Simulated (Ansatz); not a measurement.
Species: C2H6ClIn, charge 0, multiplicity 1. 
Coordinates optimised at B3LYP-D3(BJ)/def2-TZVP (Ansatz, a program for electronic structure):
```xyz
10

C      2.0366     0.1986    -1.0146
In     0.0017     0.0496    -0.3194
C     -2.0256     0.1236    -1.0480
Cl    -0.0110    -0.3191     2.0480
H      2.5102     1.0387    -0.5080
H      2.0865     0.3412    -2.0921
H      2.5605    -0.7149    -0.7363
H     -2.0636     0.2980    -2.1213
H     -2.5481     0.9229    -0.5240
H     -2.5095    -0.8226    -0.8090
```
Charge 0, spin multiplicity 1.

Total electronic energies in hartree. Valence correlation only, unless marked. No spin-orbit coupling. The frozen core is the preceding noble-gas configuration, with the filled d and f shells of earlier blocks. In def2 rows, elements after Kr have scalar-relativistic effective core potentials. STO-3G rows are all-electron and non-relativistic. CBS marks a two-point X^-3 extrapolation of the correlation energy; Hartree-Fock from the larger set. [CCSD(T)-MP2]/basis is that difference in the basis named.

```tsv
level	program	energy (Eh)
PBE/def2-TZVPD	Ansatz	-729.94991
revPBE/def2-TZVPD	Ansatz	-730.19719
r2SCAN-D4/def2-TZVPD	Ansatz + dftd4	-730.24639
PBE0/def2-SVP	Ansatz	-729.74547
PBE0-D3(BJ)/def2-TZVP	Ansatz + dftd3	-730.00797
BHLYP/def2-TZVPD	Ansatz	-730.12213
wB97X-V/def2-TZVPD	Ansatz	-730.14365
B2GP-PLYP/def2-TZVPD	Ansatz	-729.61941
B2PLYP/def2-TZVPD	Ansatz	-729.75808
PBE-QIDH/def2-TZVPD	Ansatz	-729.61955
RI-MP2/def2-QZVPP	Ansatz	-728.72000
SCS-MP2/def2-SVPD	Ansatz	-728.30525
CCSD/STO-3G	Ansatz	-6216.04980
CCSD/def2-TZVPP	Ansatz	-728.70394
CCSD/def2-TZVPPD	Ansatz	-728.70778
CCSD/def2-QZVPPD	Ansatz	-728.76287
CCSD/CBS(def2-TZVPP,def2-QZVPP)	Ansatz	-728.7919
CCSD/CBS(def2-TZVPPD,def2-QZVPPD)	Ansatz	-728.7904
CCSD(T)/def2-SVP	Ansatz	-728.32669
RI-MP2/CBS(def2-TZVPPD,def2-QZVPPD)+[CCSD(T)-MP2]/def2-SVPD	Ansatz	-728.8198
RI-MP2/CBS(def2-TZVPPD,def2-QZVPPD)+[CCSD(T)-MP2]/def2-TZVPPD	Ansatz	-728.8281
RI-MP2/CBS(def2-TZVPP,def2-QZVPP)+[CCSD(T)-MP2]/def2-QZVPP	Ansatz	-728.8262
CCSD(T)/CBS(def2-TZVPPD,def2-QZVPPD)	Ansatz	-728.8226
```

Totals of different functionals don't rank their quality; only differences between species are comparable.
